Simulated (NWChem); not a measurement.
CH5AlO2; SMILES [CH3][Al]([OH])[OH]

```xyz
9

Al    -0.0014     0.0488     0.0011
C     -0.0463    -1.8858     0.0002
H      0.4045    -2.2854    -0.9230
H     -1.0741    -2.2721     0.0718
H      0.5361    -2.2951     0.8413
O     -1.4725     0.9099     0.0001
H     -1.6065     1.8574    -0.0037
O      1.5140     0.8288     0.0001
H      1.7046     1.7664    -0.0041
```
Atoms are numbered in this order, from 1.

Coordinates come from a PBE0/def2-SVP optimisation.

Problem. List the 4 lowest vertical singlet excitations from Hartree-Fock/6-31+G* (spherical d), CIS (NWChem).

Solution. 
```tsv
state	energy (eV)	oscillator strength	leading excitation (squared amplitude)
S1	8.28	0.203	HOMO → LUMO (0.53)
S2	8.61	0.000	HOMO−1 → LUMO (0.66)
S3	8.82	0.000	HOMO → LUMO+2 (0.37)
S4	8.97	0.069	HOMO−2 → LUMO (0.68)
```
